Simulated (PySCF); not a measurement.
**Static response to an electric field**

C₇H₁₆O.
Geometry (PBE0-D3(BJ)/def2-SVP, Å), atoms numbered from 1 in this order:
```
atom  x, y, z in Å
C1     1.3378   -1.4262    0.0402
C2     0.3237   -0.3079    0.2173
C3     0.9175    1.0640   -0.0586
O4    -0.7502   -0.5254   -0.6768
C5    -2.0607   -0.7189   -0.1609
C6    -2.1245   -1.9669    0.7210
C7    -2.5353    0.5140    0.6099
C8    -2.9166   -0.9163   -1.4048
H9     2.2241   -1.2691    0.6736
H10    1.6632   -1.4705   -1.0105
H11    0.8938   -2.3987    0.2977
H12   -0.0392   -0.3282    1.2612
H13    0.1764    1.8543    0.1294
H14    1.2237    1.1315   -1.1137
H15    1.7983    1.2550    0.5731
H16   -1.4922   -1.8661    1.6161
H17   -1.7850   -2.8479    0.1564
H18   -3.1540   -2.1495    1.0635
H19   -1.9153    0.7025    1.4996
H20   -2.4925    1.4042   -0.0350
H21   -3.5724    0.3831    0.9528
H22   -2.8468   -0.0301   -2.0520
H23   -3.9714   -1.0804   -1.1399
H24   -2.5546   -1.7843   -1.9745
```

Level: wB97X-D/def2-SVPD (PySCF), static field, nuclei fixed, core orbitals frozen in the response. The polarisability tensor in these axes (au):

```
x   100.07   1.67   1.36
y     1.67  90.62  -0.03
z     1.36  -0.03  84.01
```

Question: What are the eigenvalues, a third of the trace, and Δα (Δα² = ½Σ(αi − αj)² over the three pairs)?

Answer: Principal values 83.89, 90.34 and 100.46 au; mean 91.57 au = 13.57 Å³ = 15.10 × 10⁻⁴⁰ C²·m²/J; Δα = 14.47 au (16 % of the mean).

Question: What is the dipole moment, and where does it point?

Answer: (-0.32, 0.00, 1.20) D, 1.24 D in size, pointing from the negative to the positive side. Measured along this direction, the outermost atoms are H10 and H14 at the negative end and H16, H19, H21 and H18 at the positive end.

Question: What depolarisation ratio follows for Rayleigh scattering of linearly polarised light, taking the static tensor?

Answer: ρ = 3Δα²/(45ᾱ² + 4Δα²) = 627.9/(377297 + 837.2) = 0.00166.

Question: What are the principal values of the traceless quadrupole moment, Θ = ½Σq(3rr − r²1), about the centre of nuclear charge?

Answer: -2.02, -0.92, 2.94 D·Å. The values depend on the origin, since the dipole doesn't vanish. The electronic extent ⟨r²⟩ about the same centre is 1187 bohr², a root-mean-square distance of 2.24 Å for the 66 electrons.

Question: What would n − 1 = 2πNα be for an ideal gas of these molecules at 350 K and 1 atm, electronic part alone?

Answer: N = p/kT = 2.0968 × 10¹⁹ cm⁻³, so n − 1 = 2π × N × 13.57 × 10⁻²⁴ cm³ = 1788 × 10⁻⁶ at long wavelengths.

Geometry: PBE0-D3(BJ)/def2-SVP, one conformer, isolated molecule.
